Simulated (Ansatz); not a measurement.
Cost and result for the atomization energy of C2H7FGaNS (`C[N](C)[Ga]([F])[SH]`) (13 atoms, 12 bonds).

Cartesian coordinates in Å:
```
C 1.2072 0.8079 0.8837
N 0.0698 0.1631 0.2757
C -1.1340 0.2210 1.0631
Ga 0.1598 -0.6426 -1.3313
F 1.7220 -0.6040 -2.1338
S -1.4818 -1.6515 -2.3582
H 1.0127 1.8745 1.0637
H 1.4553 0.3506 1.8517
H 2.0847 0.7298 0.2397
H -1.4420 1.2591 1.2513
H -1.9611 -0.2817 0.5560
H -0.9994 -0.2644 2.0399
H -0.6931 -1.9618 -3.4014
```

Charge 0, multiplicity 1. Correlated methods include outer-core shells of Ga, which these sets cover unevenly. Scalar relativity is left out up to krypton. The geometry is a stationary point of PBE0-D4/def2-TZVP. It is one conformer, not always the lowest. Program: Ansatz. All runs use 2 threads of an AMD EPYC 7R13 on a shared host and a share of an NVIDIA H100 80 GB. Times are those of one run each, without the atoms' runs, and a repeat can differ threefold. Electronic energies, without spin–orbit coupling; frozen cores. CCSD(T)/CBS adds CCSD(T) − MP2 in def2-TZVPP to the MP2 limit, and its time is that of the two runs behind it. T1 = 0.013. With those shells the extrapolation isn't a true limit. B3LYP takes the VWN-RPA correlation (the form of Gaussian; ORCA's B3LYP/G).

CCSD(T)/CBS is a level of theory with its own doubt, some kJ/mol a heavy atom from the limit and from the frozen cores, so smaller differences don't rank the functionals.

| level | functions | wall time | atomization (kcal/mol) | difference from CCSD(T)/CBS | per bond |
| --- | --- | --- | --- | --- | --- |
| r2SCAN-D4/def2-TZVPP (with forces) | 312 | 6 s | 1109.6 | -0.3 | 0.0 |
| PBE0-D4/def2-TZVPP | 312 | 7.5 s | 1108.3 | -1.6 | -0.1 |
| PBE-D4/def2-TZVPP (with forces) | 312 | 8 s | 1129.0 | 19.1 | 1.6 |
| B2PLYP/def2-TZVPP | 312 | 8.5 s | 1094.4 | -15.5 | -1.3 |
| B3LYP-D4/def2-TZVPP (with forces) | 312 | 8.5 s | 1103.9 | -6.0 | -0.5 |
| ωB97X-V/def2-TZVPP | 312 | 11 s | 1112.9 | 3.0 | 0.2 |
| MP2/def2-QZVPP | 597 | 12 s | 1118.1 | 8.2 | 0.7 |
| ωB97M-V/def2-TZVPP (with forces) | 312 | 13 s | 1109.0 | -0.9 | -0.1 |
| CCSD(T)/def2-TZVPP | 312 | 14 s | 1082.3 | -27.6 | -2.3 |
| CCSD(T)/CBS(def2) | – | 26 s | 1109.9 | 0.0 | 0.0 |

The D4 term adds +11.7 kcal/mol with B3LYP and +6.2 kcal/mol with PBE0; it sums over pairs of atoms, weighted by their polarisabilities, and B3LYP, whose exchange is more repulsive, gets the larger term. From PBE to PBE0 (25 % exact exchange), in def2-TZVPP and without D4, the atomization energy moves by −19.6 kcal/mol: exact exchange takes away binding that semilocal exchange gives to molecules. In def2-TZVPP, CCSD(T) changes the Hartree–Fock value by +291.9 kcal/mol (the triples alone add +17.6 kcal/mol) and MP2 by +311.4 kcal/mol; breaking electron pairs costs correlation energy, which Hartree–Fock lacks.
